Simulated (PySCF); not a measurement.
## `FC(CCCNC=O)(F)F`, C5H8F3NO

Geometry:
| atom | x (Å) | y (Å) | z (Å) |
| --- | --- | --- | --- |
| O1 | 3.088 | -0.746 | -1.680 |
| C2 | 3.132 | -0.443 | -0.516 |
| N3 | 2.185 | 0.257 | 0.141 |
| C4 | 0.960 | 0.677 | -0.500 |
| C5 | -0.249 | -0.106 | 0.018 |
| C6 | -1.525 | 0.320 | -0.707 |
| C7 | -2.734 | -0.395 | -0.140 |
| F8 | -2.902 | -0.154 | 1.171 |
| F9 | -2.656 | -1.726 | -0.273 |
| F10 | -3.872 | -0.016 | -0.742 |
| H11 | 3.981 | -0.702 | 0.142 |
| H12 | 2.281 | 0.431 | 1.128 |
| H13 | 1.098 | 0.493 | -1.568 |
| H14 | 0.812 | 1.749 | -0.336 |
| H15 | -0.366 | 0.066 | 1.091 |
| H16 | -0.079 | -1.173 | -0.140 |
| H17 | -1.467 | 0.080 | -1.769 |
| H18 | -1.696 | 1.393 | -0.595 |

Level of theory: GIAO HF/pcSseg-1 magnetisability, rotational g tensor and spin-rotation constants, non-relativistic, gas phase in PySCF. Geometry: GFN2-xTB.

(1) Give the nuclear spin-rotation constants along the inertial axes (H = +C I·J) beside the isotropic shieldings.

## Answers

(1) Rotational constants 3.3448, 0.4655, 0.4543 GHz. A star marks the isotopologue with that one atom substituted, in its own axes.
```csv
atom,isotope,Caa (kHz),Cbb (kHz),Ccc (kHz),mean (kHz),σ (ppm)
N3,14N,0.185,0.046,0.036,0.089,148.9
F8,19F,4.170,0.377,0.399,1.649,300.2
F9,19F,4.713,0.342,0.366,1.807,299.4
F10,19F,2.862,0.438,0.588,1.296,291.3
H11,1H,-0.002,-0.034,-0.009,-0.015,24.1
H12,1H,-0.408,0.009,-0.038,-0.145,27.7
H13,1H,-0.292,-0.001,-0.029,-0.107,27.7
H14,1H,-0.354,-0.017,-0.021,-0.131,29.7
H15,1H,-0.331,-0.009,-0.038,-0.126,30.5
H16,1H,-0.327,-0.024,-0.022,-0.124,30.3
H17,1H,-0.350,-0.004,-0.040,-0.132,30.0
H18,1H,-0.368,-0.026,-0.018,-0.137,30.3
O1,17O*,-1.290,-0.250,-0.092,-0.544,-63.1
C2,13C*,1.456,0.149,0.139,0.582,26.1
C4,13C*,0.489,0.083,0.065,0.212,158.2
C5,13C*,0.462,0.074,0.061,0.199,167.0
C6,13C*,0.482,0.076,0.070,0.209,160.0
C7,13C*,0.886,0.133,0.126,0.382,75.2
```
For the geometry as given, no vibrational averaging.
